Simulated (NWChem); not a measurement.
All runs are NWChem calculations. System: GeSe, charge 0, spin multiplicity 1, at a geometry optimised with PBE0/def2-SVP. The structure started from a generated list of species. Level: RHF/def2-TZVP.

NWChem printed:

```
             Northwest Computational Chemistry Package (NWChem) 7.3.0
             --------------------------------------------------------

                                NWChem Input Module
                                -------------------

 Scaling coordinates for geometry "geometry" by  1.889725989
 (inverse scale =  0.529177249)

 Turning off AUTOSYM since
 SYMMETRY directive was detected!

                             Geometry "geometry" -> ""
                             -------------------------

 Output coordinates in angstroms (scale by  1.889725989 to convert to a.u.)

  No.       Tag          Charge          X              Y              Z
 ---- ---------------- ---------- -------------- -------------- --------------
    1 Ge                  32.0000     0.00000000     0.00000000     1.10324600
    2 Se                  34.0000     0.00000000     0.00000000    -1.03834900

 Effective nuclear repulsion energy (a.u.)     268.8392748917

            Nuclear Dipole moment (a.u.)
            ----------------------------
        X                 Y               Z
 ---------------- ---------------- ----------------
     0.0000000000     0.0000000000     0.0000113384

      Symmetry information
      --------------------

 Group name             C2v
 Group number             16
 Group order               4
 No. of unique centers     2

      Symmetry unique atoms

     1    2


 Summary of "ao basis" -> "" (spherical)
 ------------------------------------------------------------------------------
       Tag                 Description            Shells   Functions and Types
 ---------------- ------------------------------  ------  ---------------------
 *                         def2-tzvp                  on all atoms

 Summary of "ao basis" -> "ao basis" (spherical)
 ------------------------------------------------------------------------------
       Tag                 Description            Shells   Functions and Types
 ---------------- ------------------------------  ------  ---------------------
 Ge                        def2-tzvp                16       48   6s5p4d1f
 Se                        def2-tzvp                16       48   6s5p4d1f

                                 NWChem SCF Module
                                 -----------------

  ao basis        = "ao basis"
  functions       =    96
  atoms           =     2
  closed shells   =    33
  open shells     =     0
  charge          =   0.00
[...]
   Bfn.  Coefficient  Atom+Function         Bfn.  Coefficient  Atom+Function
  ----- ------------  ---------------      ----- ------------  ---------------
     6      0.445612  1 Ge s                 66     -0.376090  2 Se pz
    18      0.354801  1 Ge pz                60      0.236639  2 Se pz
    69     -0.236948  2 Se pz                21      0.220426  1 Ge pz
    63     -0.197566  2 Se pz                 5      0.189899  1 Ge s
    12     -0.157659  1 Ge pz

 Vector   32  Occ=2.000000D+00  E=-3.546220D-01  Symmetry=b1
              MO Center= -2.0D-16,  2.4D-30, -5.8D-01, r^2= 2.4D+00
   Bfn.  Coefficient  Atom+Function         Bfn.  Coefficient  Atom+Function
  ----- ------------  ---------------      ----- ------------  ---------------
    64      0.442811  2 Se px                67      0.287165  2 Se px
    58     -0.276534  2 Se px                61      0.231172  2 Se px
    16      0.193905  1 Ge px                19      0.181596  1 Ge px

 Vector   33  Occ=2.000000D+00  E=-3.546220D-01  Symmetry=b2
              MO Center=  3.3D-30, -7.1D-16, -5.8D-01, r^2= 2.4D+00
   Bfn.  Coefficient  Atom+Function         Bfn.  Coefficient  Atom+Function
  ----- ------------  ---------------      ----- ------------  ---------------
    65      0.442811  2 Se py                68      0.287165  2 Se py
    59     -0.276534  2 Se py                62      0.231172  2 Se py
    17      0.193905  1 Ge py                20      0.181596  1 Ge py

 Vector   34  Occ=0.000000D+00  E= 1.603514D-02  Symmetry=b1
              MO Center=  1.9D-15,  8.8D-30,  7.8D-01, r^2= 4.0D+00
   Bfn.  Coefficient  Atom+Function         Bfn.  Coefficient  Atom+Function
  ----- ------------  ---------------      ----- ------------  ---------------
    19      0.784601  1 Ge px                67     -0.383379  2 Se px
    16      0.329502  1 Ge px                64     -0.211344  2 Se px
    10     -0.162712  1 Ge px

 Vector   35  Occ=0.000000D+00  E= 1.603514D-02  Symmetry=b2
              MO Center=  1.2D-29,  1.3D-15,  7.8D-01, r^2= 4.0D+00
   Bfn.  Coefficient  Atom+Function         Bfn.  Coefficient  Atom+Function
  ----- ------------  ---------------      ----- ------------  ---------------
    20      0.784601  1 Ge py                68     -0.383379  2 Se py
    17      0.329502  1 Ge py                65     -0.211344  2 Se py
    11     -0.162712  1 Ge py

 Vector   36  Occ=0.000000D+00  E= 1.458634D-01  Symmetry=a1
              MO Center= -2.9D-17,  2.1D-17,  1.9D-01, r^2= 7.5D+00
   Bfn.  Coefficient  Atom+Function         Bfn.  Coefficient  Atom+Function
  ----- ------------  ---------------      ----- ------------  ---------------
    54     -1.782908  2 Se s                 21     -1.719398  1 Ge pz
     6      1.651454  1 Ge s                 69     -1.296010  2 Se pz
    66     -0.297652  2 Se pz                18     -0.176887  1 Ge pz
    87     -0.153047  2 Se d  0

 center of mass
 --------------
 x =   0.00000000 y =   0.00000000 z =  -0.00483061

 moments of inertia (a.u.)
 ------------------
         625.151971410493           0.000000000000           0.000000000000
           0.000000000000         625.151971410493           0.000000000000
           0.000000000000           0.000000000000           0.000000000000

  Mulliken analysis of the total density
  --------------------------------------

    Atom       Charge   Shell Charges
 -----------   ------   -------------------------------------------------------
    1 Ge  32    31.61   2.00  2.00  1.17  0.78  1.02  0.87  5.98  4.41  1.58  0.91  0.73  8.92  1.09  0.03  0.10  0.02
    2 Se  34    34.39   2.00  2.00  1.16  0.78  0.97  0.94  6.00  5.93  0.95  2.32  1.27  8.96  1.04  0.00  0.05  0.00

       Multipole analysis of the density wrt the origin
       ------------------------------------------------

     L   x y z        total         open         nuclear
     -   - - -        -----         ----         -------
     0   0 0 0     -0.000000      0.000000     66.000000

     1   1 0 0      0.000000      0.000000      0.000000
     1   0 1 0      0.000000      0.000000      0.000000
     1   0 0 1      1.002816      0.000000      0.000011

     2   2 0 0    -26.386128      0.000000      0.000000
     2   1 1 0     -0.000000      0.000000      0.000000
     2   1 0 1     -0.000000      0.000000      0.000000
     2   0 2 0    -26.386128      0.000000      0.000000
     2   0 1 1     -0.000000      0.000000      0.000000
     2   0 0 2    -26.649232      0.000000    269.995994

 Task  times  cpu:        1.8s     wall:        1.8s

 Total times  cpu:        1.9s     wall:        1.9s
```

### Question
Write an NWChem input that would produce this output.

### Answer
Several could match; the one computed here: 
```
start mol
memory heap 200 mb stack 900 mb global 1100 mb
geometry units angstroms nocenter noautoz
  Ge     0.000000     0.000000     1.103246
  Se     0.000000     0.000000    -1.038349
  symmetry group C2v
end
basis spherical
  * library def2-tzvp
end
scf
  rhf
  nopen 0
  maxiter 100
  thresh 1e-7
  semidirect memsize 60000000 filesize 0
end
task scf energy
```
